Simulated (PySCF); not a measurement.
Al(Cl)(SeH)2 (AlClH₂Se₂), SMILES [SeH][Al]([SeH])[Cl]. Geometry optimised at B3LYP-D3(BJ)/def2-SVP. The structure was generated by enumeration; whether it is a known compound was not checked. The values are those of a single conformer.

Computed with B3LYP-D3(BJ)/def2-SVP in PySCF.

Harmonic wavenumbers (cm⁻¹): 91, 104, 164, 170, 239, 245, 472, 548, 599, 643, 2404, 2408. Rotational constants (GHz): 1.672, 0.7502, 0.5179; symmetry number 2.

Question: Work out the zero-point energy and the ideal-gas rigid-rotor harmonic-oscillator thermochemistry at 298.15 K and 1 atm.

Answer: ZPE = ½ Σ hcν = ½ × 8087 cm⁻¹ = 11.56 kcal/mol. H − E(el) = 16.72 kcal/mol. Entropy in cal/(mol K): translation 42.10, rotation 29.20, vibration 17.64, total 88.94. G − E(el) = -9.80 kcal/mol. Cp = 23.61 cal/(mol K). Modes under 150 cm⁻¹ make the vibrational entropy uncertain.
